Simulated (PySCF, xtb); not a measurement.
p-xylene (C₈H₁₀), SMILES Cc1ccc(C)cc1.

Coordinates come from a PBE0-D3(BJ)/def2-SVP optimisation.

Calculation: C-PCM-PBE0/def2-SVP run with PySCF.

The values are the electrostatic part of the solvation free energy, E(continuum) − E(gas) at the gas-phase geometry, in a cavity of scaled van der Waals radii (PySCF's table); cavitation and dispersion terms are not included. In vacuum the orbital gap is 6.63 eV. The dipole moment in vacuum is 0.11 D.

Computed values in water (ε = 78.36), 2-propanol (ε = 19.26), acetone (ε = 20.49):
| solvent | ε | ΔG(elec) (kcal/mol) | dipole (D) | gap (eV) |
|---|---|---|---|---|
| water | 78.36 | -2.8 | 0.14 | 6.61 |
| 2-propanol | 19.26 | -2.7 | 0.13 | 6.61 |
| acetone | 20.49 | -2.7 | 0.13 | 6.61 |

For comparison, GFN2-xTB/ALPB(water) (xtb, at the GFN2-xTB geometry, all terms of that model) gives -0.9 kcal/mol.
